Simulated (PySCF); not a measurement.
C4H6Ge, SMILES C#C[C](=C)[GeH3].

Coordinates come from a B3LYP-D3(BJ)/def2-SVP optimisation. This is a generated structure with no PubChem entry under its InChIKey; it may be hypothetical.

Two levels are set side by side: TDDFT-PBE/def2-SVPD (PySCF) and TDDFT-ωB97X/def2-SVPD (PySCF). Vertical, same geometry. The lowest singlet is HOMO−1→LUMO 100 % with PBE and HOMO−1→LUMO 93 % with the other functional; states are paired by order. Differences are taken from unrounded values.

```tsv
quantity	TDDFT-ωB97X	TDDFT-PBE	TDDFT-PBE minus TDDFT-ωB97X
lowest singlet excitation (eV)	5.23	4.53	-0.70
lowest triplet excitation (TDA) (eV)	3.47	3.30	-0.16
first bright state (f over 0.05) (eV)	5.63	5.21	-0.43
its oscillator strength	0.20	0.16	-0.04
```

Functionals without exact exchange tend to place singlet excitations lower, as here. Differences between two approximate levels are no errors against the true value.

Rough cost on one machine, each run with all the roots and properties that it gave: TDDFT-ωB97X against TDDFT-PBE about 8 times.
